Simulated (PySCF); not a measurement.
# Structure from NMR data

Molecular formula: C3H10OSi. Simulated spectra:

1H NMR (400 MHz, computed): δ 0.59 (br s, 1H), 0.08 (s, 9H).

13C{1H} NMR (computed): δ 1.1 (CH3, 3C).

- σ from GIAO-B97-2/pcSseg-2
- structure optimised with PBE0-D3(BJ)/def2-TZVP
- run in PySCF 2.14
- non-relativistic Hamiltonian, equivalent nuclei averaged, single conformer, isolated molecule

Shifts are taken against calculated references (same method and geometry level): 1H and 13C against TMS.

Question: Deduce the structure.

Answer: 
1. The formula gives 0 degrees of unsaturation.
2. 1 carbon signal for 3 carbons: some carbons are equivalent by symmetry or fast rotation.
3. Carbon types of the structure: 3 × CH3, leaving 1 H on heteroatoms.
4. δC 1.1: methyl carbon bonded to Si; an electropositive neighbour leaves it electron-rich and shielded.
5. δH 0.59: hydrogen on an oxygen bonded to Si; exchangeable, gas-phase position.
6. δH 0.08: hydrogen on a methyl carbon bonded to Si; an electropositive neighbour shields it, as in TMS itself.

Structure: SMILES C[Si](C)(C)O.

The shifts were computed for this structure.

OH/NH shifts are gas-phase values; hydrogen bonding in solution moves them, usually downfield. Shifts are as computed. Against solution values, carbons near 30 ppm lie about +3 ppm off and those near 130 ppm about +7 ppm. Of 1211 compounds with measured shifts, 218 miss one by over three times the rms of a fit or turn the order of signals round; such compounds aren't used in these exercises.
